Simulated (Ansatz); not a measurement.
`CN[SiH2][SeH]` + HCl → `Cl[SiH2][SeH]` + CH₃NH₂ at 700 K and 1 bar (ligand exchange at the Si–N bond).

Computed with Ansatz on PBE0-D4/def2-TZVP structures; ΔE is electronic, products minus reactants. CCSD(T)/CBS is the MP2 limit (def2-TZVPP, def2-QZVPP) plus CCSD(T) − MP2 in def2-TZVPP, frozen cores. This one scheme is used for every species. For Se outer-core shells are correlated without core-valence functions, which leaves a few kJ/mol of doubt a bond. Scalar relativity is left out up to krypton. One conformer a species, not always the lowest.

| species | CCSD(T)/CBS energy (Eh) | H − E (kJ/mol) | S (J/(mol·K)) |
| --- | --- | --- | --- |
| `CN[SiH2][SeH]` | -2786.79444 | 289.4 | 474.9 |
| HCl | -460.38127 | 38.4 | 211.8 |
| `Cl[SiH2][SeH]` | -3151.43476 | 124.3 | 403.7 |
| CH₃NH₂ | -95.75281 | 207.6 | 296.6 |

H − E and S are ideal-gas, rigid-rotor, harmonic terms from PBE0-D4/def2-TZVP, for one conformer and one mirror image of each species. 1 Eh = 2625.50 kJ/mol, R = 8.31446 J/(mol·K).

Task: By hand: ΔE, ΔH, ΔS and ΔG.

Result: ΔE = (-3151.43476) + (-95.75281) − (-2786.79444) − (-460.38127) = -0.01186 Eh = -31.1 kJ/mol. Δ(H − E) = 124.3 + 207.6 − 289.4 − 38.4 = 4.1, so ΔH = -27.0 kJ/mol. ΔS = 403.7 + 296.6 − 474.9 − 211.8 = 13.6 J/(mol·K). ΔG = -27.0 − 700 × (13.6)/1000 = -36.5 kJ/mol.

Task: By hand: the equilibrium constant, and the temperature at which ΔG would vanish if ΔH and ΔS stayed fixed.

Result: log₁₀ K = −ΔG/(RT ln 10) = 2.7. ΔH and −TΔS have one sign here, so there is no such temperature.

TΔS isn't small against ΔH here. A doubt of 5 kJ/mol in ΔE shifts log₁₀ K by 0.4 here. Other conformers and mirror images would add mixing entropy, several J/(mol·K) or more a flexible species. These are equilibria of isolated gas molecules and say nothing of rates. Largest T1 diagnostic: 0.010 (customary marks: 0.02 for closed shells, 0.045 for open ones).
